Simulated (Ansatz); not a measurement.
Born–Oppenheimer molecular dynamics of C₂H₆B₂O (11 atoms, charge 0, multiplicity 1). It starts at the highest image of a converged band. Of that band: Beside the main top the profile has a ripple of under 15 meV (maxima at images 3, 5), which may be a very shallow well or noise. Neighbouring images differ by up to 1.2 eV, so the band resolves the path poorly. A vibrational analysis at the climbing image gives one clearly imaginary mode, 422i cm⁻¹: a first-order saddle point.

Computed with UKS BLYP-D4/6-31G (Ansatz 0.2.0).

| Property | Result |
| --- | --- |
| ensemble | NVE (velocity Verlet) |
| time step | 0.5 fs |
| steps asked | 200 |
| starting velocities drawn for | 100 K |
| seed | 4169 |

First frame:

```xyz
11
Properties=species:S:1:pos:R:3
C -1.280 0.491 0.739
C -0.076 0.088 -0.009
B 1.319 0.786 -0.529
O 1.843 -0.345 -1.107
B 0.523 -1.201 -0.584
H -1.061 1.127 1.617
H -1.944 -0.341 1.021
H -1.848 1.155 0.047
H 0.725 -1.620 0.600
H 1.775 1.892 -0.509
H 0.089 -2.089 -1.265
```

**Question.** How far do the bonds stretch over the last three quarters of this one trajectory? (Pairs bonded in most of those frames.)

**Answer.** 
```tsv
bond	mean (Å)	spread (Å)	shortest	longest
C1–C2	1.471	0.013	1.44	1.49
C1–H6	1.117	0.029	1.07	1.16
C1–H7	1.101	0.008	1.09	1.11
C1–H8	1.110	0.013	1.09	1.13
C2–B3	1.629	0.016	1.61	1.66
C2–B5	1.560	0.021	1.52	1.59
B3–O4	1.372	0.006	1.36	1.38
B3–H10	1.197	0.001	1.19	1.20
O4–B5	1.704	0.032	1.65	1.75
B5–H9	1.214	0.028	1.17	1.26
B5–H11	1.233	0.015	1.20	1.26
```

Mean temperature of the second half: 70 K. The conserved energy stayed within 0.077 meV per atom of its start (net change 0.069 meV per atom), so the integration is sound. A run of 0.1 ps of so small a system gives no equilibrium averages. The orbitals stay closed-shell, which can raise the energy where a bond breaks towards radicals; this wasn't checked here. Limits of this set-up: no polarisation functions.

The run took 12 min on 1 thread of Arm Neoverse V1, on a shared host, peak memory 0.13 GiB.
